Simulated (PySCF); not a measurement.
Compound: W(CMe)(OH)3, C2H6O3W (singlet state).
Bonds: W1–C2, W1–O7, W1–O9, W1–O11, C2–C3. Hydrogens: H4, H5, H6 on C3; H8 on O7; H10 on O9; H12 on O11.

Method: PySCF, PBE0-D3(BJ)/def2-SVP geometry optimisation, gas phase, def2 core potentials past Kr; density fitting, grid level 1; the optimiser is geomeTRIC in internal coordinates, started from a GFN2-xTB structure with every atom displaced at random (about 0.03 Å).

Geometry at step 1:
```
atom  x, y, z in Å
W1      0.0622   -0.0268   -1.0536
C2     -0.0732   -0.0103    0.6533
C3     -0.0526    0.0006    2.1086
H4      0.3731    0.9603    2.4925
H5     -1.0178   -0.2422    2.5579
H6      0.6953   -0.7312    2.4767
O7      1.8823    0.4110   -1.4541
H8      1.9664    0.4399   -2.4270
O9     -1.0580    1.4089   -1.5844
H10    -1.5839    2.0127   -1.0612
O11    -0.4513   -1.7606   -1.5903
H12    -0.6269   -2.5450   -1.0673
```

Task: Give the atomic forces at this geometry.

Result: 
| atom | Fx (eV/Å) | Fy (eV/Å) | Fz (eV/Å) |
| --- | --- | --- | --- |
| W1 | -0.603 | 0.655 | -1.736 |
| C2 | 0.515 | -0.094 | 1.518 |
| C3 | 1.147 | 0.209 | 0.554 |
| H4 | -0.631 | -0.191 | -0.107 |
| H5 | -0.274 | 0.138 | 0.225 |
| H6 | -0.276 | -0.159 | -0.078 |
| O7 | 0.179 | -0.070 | -0.187 |
| H8 | 0.184 | 0.030 | 0.360 |
| O9 | -0.046 | -0.227 | -0.592 |
| H10 | -0.049 | 0.054 | 0.290 |
| O11 | -0.075 | -0.333 | -0.414 |
| H12 | -0.072 | -0.014 | 0.166 |

The largest, 1.95 eV/Å, acts on W1; the rms over all components is 0.522 eV/Å. The forces sum to zero within rounding, as they must for an isolated molecule in no field.

Task: Give the force on W1 in Eh/bohr and in nN.

Result: 1.951 eV/Å ÷ 51.422 = 0.03794 Eh/bohr, and 1.951 eV/Å × 1.602 = 3.13 nN.

Task: How far is this geometry from the end of the optimisation?

Result: 0.178 eV above it, and 0.091 Å rms away after alignment. The bonds farthest from their final lengths, with half the difference of the two atoms' forces along the bond (positive lengthens):

```tsv
bond	now (Å)	final (Å)	force along bond (eV/Å)
W1–C2	1.712	1.746	+1.57
C2–C3	1.455	1.471	-0.48
C3–H4	1.118	1.103	-0.62
W1–O11	1.886	1.901	+0.19
C3–H5	1.092	1.103	+0.57
O7–H8	0.977	0.968	-0.27
```

The angle farthest from its final value is W1–O7–H8, 107.3° against 114.0°.

Of the 5 listed bonds off by 0.010 Å or more, this force points towards the final length in 4.

The cost below is that of the whole optimisation. Time: 92 s; peak memory 0.50 GiB. Hardware: one thread, Arm Neoverse V1 (aarch64), no GPU, shared host with 32 logical CPUs at a one-minute load of 24.
